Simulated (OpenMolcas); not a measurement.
Re6+ among 4 point charges of -1 e arranged as a square (D4h).

```json
{"Program": "OpenMolcas", "Method": "CASSCF", "Basis": "ANO-RCC-VDZP [7s6p4d2f1g]", "Scalar Hamiltonian": "DKH2, point nucleus", "Active space": "1 electron in 5 orbitals (5d)", "State averaging": "2S+1 = 2 even, 5 roots", "Spin-orbit coupling": "state interaction with AMFI integrals over the reference wave functions"}
```

All point charges move together. At R = 2.15 Å the first state of the same spin is 1337 cm-1, and at R = 2.34 Å it is 1119 cm-1.

Problem. A third run gives 1633 cm-1. What distance was it run at?

Solution. With a power law R^-n the two known points give n = -ln(1119 / 1337) / ln(2.34 / 2.15) = 2.10. Then R = 2.15 × (1337 / 1633)^(1/2.10) = 1.955 Å. The run was at 1.94 Å, so the estimate is off by +0.015 Å.

Spin-orbit coupling mixes the spin-free states strongly: the lowest level takes only 53 % from its leading state, 2E, which lies 1633 cm-1 above the lowest spin-free state (figures for R = 1.94; the like holds for R = 2.15, R = 2.34). This is an electrostatic model: the charges have no orbitals. No measured value stands beside these numbers.
